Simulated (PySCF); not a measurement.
## Tl⁷⁴⁺: ionisation energy

Tl⁷⁴⁺ [He] 2s2 2p3 (4S) → Tl⁷⁵⁺ [He] 2s2 2p2 (3P), as a difference of total energies. Calculation: PySCF 2.14, in an even-tempered Gaussian basis (18 s from 57 bohr⁻², ratio 2.2; 13 p from 74 bohr⁻², ratio 2.2; 5 d from 270 bohr⁻², ratio 2.4; 5 f from 410 bohr⁻², ratio 2.4; 4 g from 610 bohr⁻², ratio 2.4); the spin-free X2C one-electron Hamiltonian (Gaussian nucleus). Correlated levels: nothing frozen; virtual orbitals above 40 to 60 times the deepest correlated orbital energy dropped. The calculations carry no spin-orbit coupling.

```tsv
method	ionisation energy (eV)
UHF	20955.5
LDA	20945.4
PBE	20948.5
PBE0	20950.6
r2SCAN	20956.2
M06-L	20955.2
B2PLYP	20953.4
MP2 (all electrons)	20955.9
SCS-MP2 (all electrons)	20955.4
```

Spin-orbit coupling is strong in these open shells (close to jj coupling). The scalar numbers leave it out and a first-order estimate fails, so it can dominate the gap to the real levels.

For this ion Breit and QED terms and the two-electron picture change, all absent here, outweigh the differences among the correlated methods.

For comparison: 20210 ± 90 eV (theoretical estimate listed by NIST; NIST Atomic Spectra Database, ionization energies).
